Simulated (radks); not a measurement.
Results of a calculation; reference values are marked as such.
Spherical quantum dot in the effective-mass picture: electrons in a well V = -V0 / (1 + exp((r - R)/a)) with V0 = 15.9, R = 3.49, a = 0.27, all in effective atomic units (hartree* = m*/eps^2 hartree, bohr* = eps/m* bohr), one dielectric constant everywhere. Level of theory: non-relativistic Kohn-Sham, r2SCAN, spin-polarised, spherical densities, generalised Kohn-Sham scheme (a radial shooting solver with Libxc functionals). Levels are named by radial order and angular momentum (1s, 1p, 1d, 2s, ...), and open shells are averaged over m.

N = 21, configuration 1s2 1p6 1d10 1f(up 3, down 0). This is the lowest configuration that the search found. Occupied and some empty levels:

level    occupation  eigenvalue (hartree*)  <r> (bohr*)
1s up             1                -7.1780        2.144
1s down           1                -7.1382        2.122
1p up             3                -6.9017        2.269
1p down           3                -6.8524        2.255
1d up             5                -6.4473        2.374
1d down           5                -6.3885        2.367
1f up             3                -5.8448        2.465
1f down           0                -5.7778        2.462
2s up             0                -5.6353        1.600
2s down           0                -5.6054        1.618
1g up             0                -5.1123        2.545
1g down           0                -5.0386        2.543
2p up             0                -4.8791        1.892
2p down           0                -4.8482        1.901
2d up             0                -4.0156        2.084
2d down           0                -3.9763        2.084

Energy (hartree*): total -220.315, kinetic 23.190, external -319.95, Hartree 86.596, exchange-correlation -10.151.
